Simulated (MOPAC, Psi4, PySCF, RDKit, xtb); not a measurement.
Two geometries of SMILES [SiH3][SiH2]Br, singlet, relaxed at B3LYP-D3(BJ)/def2-SVP with one dihedral held; other torsions can differ between them too.

Structure A

```
8

Si    -1.1923     0.1527    -0.0213
Si     1.0774    -0.4341     0.1114
Br     1.4047    -1.4451     2.0997
H     -1.5258     1.0796     1.0972
H     -2.0243    -1.0796     0.0823
H     -1.4683     0.8293    -1.3240
H      1.4715    -1.3903    -0.9608
H      1.9687     0.7578     0.0476
```

Structure B

```
8

Si    -1.1944     0.1719    -0.0398
Si     1.0911    -0.3957     0.0930
Br     1.8210     0.0338     2.1816
H     -1.5351     1.1102     1.0660
H     -2.0221    -1.0624     0.0953
H     -1.4874     0.8093    -1.3576
H      1.3230    -1.8403    -0.1877
H      1.9173     0.4136    -0.8463
```

Problem. Which is lower in energy at the level DF-MP2 (frozen core)/cc-pVTZ // B3LYP-D3(BJ)/def2-SVP (Psi4 1.11), and by how much?

Solution. A is lower, by 0.91 kcal/mol (dihedral H4–Si1–Si2–Br3: 60° in A, 20° in B).

E(B) − E(A) in kcal/mol at the other levels, on the same two geometries: MMFF94 // B3LYP-D3(BJ)/def2-SVP (RDKit) 1.00; PBE/def2-TZVP // B3LYP-D3(BJ)/def2-SVP (Psi4) 0.80; PBE-D3(BJ)/def2-TZVP // B3LYP-D3(BJ)/def2-SVP (Psi4) 0.81; wB97X-D/def2-TZVP // B3LYP-D3(BJ)/def2-SVP (Psi4) 0.81; HF/cc-pVTZ // B3LYP-D3(BJ)/def2-SVP (Psi4) 0.81; UFF // B3LYP-D3(BJ)/def2-SVP (RDKit) 1.27; PM6, restricted, heats of formation // B3LYP-D3(BJ)/def2-SVP (MOPAC) 0.67; PM3, restricted, heats of formation // B3LYP-D3(BJ)/def2-SVP (MOPAC) 0.11; GFN1-xTB // B3LYP-D3(BJ)/def2-SVP (xtb) 0.38; restricted B3LYP/6-31G*, spherical d // B3LYP-D3(BJ)/def2-SVP (PySCF) 0.81; restricted MP2 (frozen core)/3-21G // B3LYP-D3(BJ)/def2-SVP (PySCF) 1.01; restricted M06-2X/6-31G*, spherical d // B3LYP-D3(BJ)/def2-SVP (PySCF) 0.81; restricted Hartree-Fock/LANL2DZ, with its core potentials past Ne // B3LYP-D3(BJ)/def2-SVP (PySCF) 0.81.

MMFF94 has few fitted parameters for silicon.
